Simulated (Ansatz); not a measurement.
The cluster Sb₅⁺, relaxed as a singlet with RKS PBE0-D4/def2-SVP in Ansatz, starting from the GFN1-xTB geometry. Force threshold 0.02 eV/Å.

In the def2 sets Sb takes a core potential; there is no spin–orbit coupling. The structure comes from a short search, and lower isomers may exist.

Start:

```xyz
5

Sb   -0.461    0.962    1.684
Sb    0.832   -1.434   -1.109
Sb   -1.436   -1.307    0.457
Sb    1.808    0.834    0.123
Sb   -0.742    0.945   -1.155
```

```
        step  energy (eV)  largest force component (eV/Å)  SCF passes
           1  -32687.3068                           1.426          15
2 (rejected)  -32687.2054                           1.328          26
           3  -32687.4199                           0.401          21
           4  -32687.4698                           0.123          20
5 (rejected)  -32687.4625                           0.138          20
           6  -32687.4717                           0.015          21
```

Force components are those of the run's own axes.

End:

Cartesian coordinates in Å:
```
Sb -0.4646 0.9736 1.7271
Sb 0.8545 -1.4700 -1.1208
Sb -1.4586 -1.3387 0.4731
Sb 1.8481 0.8429 0.1328
Sb -0.7794 0.9922 -1.2123
```

By distances, no bond broke or formed. The bond that changes most is Sb2–Sb5, from 2.85 to 2.96 Å (atoms count from 1).

No frequencies were taken in this run, so the end may be a saddle point.

Run time 30 s (4 threads of AMD EPYC 7R43 on a shared host).
